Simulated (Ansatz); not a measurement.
Isolated molecules relaxed with PBE0-D4/def2-TZVP in Ansatz; ΔE leaves out vibrations. CBS: MP2 limit from def2 TZ/QZ plus the TZ coupled-cluster correction, frozen cores. Functionals use def2-TZVPP. B3LYP here is the variant with VWN-RPA as its local correlation; programs differ in this. For Ge outer-core shells are correlated without core-valence functions, which leaves a few kJ/mol of doubt a bond. Scalar relativity is left out up to krypton. Each species was taken in one conformer, which may not be the lowest.

Consider the formal exchange of groups at a C–C bond: `CCCBO` + `[CH3][GeH3]` → `C[CH2][GeH2][CH3]` + `CBO`.

```csv
level,ΔE (kcal/mol),difference from CCSD(T)/CBS
PBE-D4,-7.1,0.5
r2SCAN-D4,-7.1,0.5
B3LYP-D4,-7.4,0.2
ωB97M-V,-7.0,0.6
B2PLYP,-7.5,0.1
PBE0,-6.7,0.9
B3LYP,-7.1,0.5
HF/def2-TZVPP,-6.2,1.4
MP2/def2-QZVPP,-8.4,-0.8
MP2/CBS(def2),-8.5,-0.9
CCSD(T)/CBS,-7.6,0
```

Largest T1 diagnostic among the species: 0.012.

In def2-TZVPP, CCSD(T) changes the Hartree–Fock value by −1.4 kcal/mol (the triples alone add −0.1 kcal/mol) and MP2 by −2.3 kcal/mol.
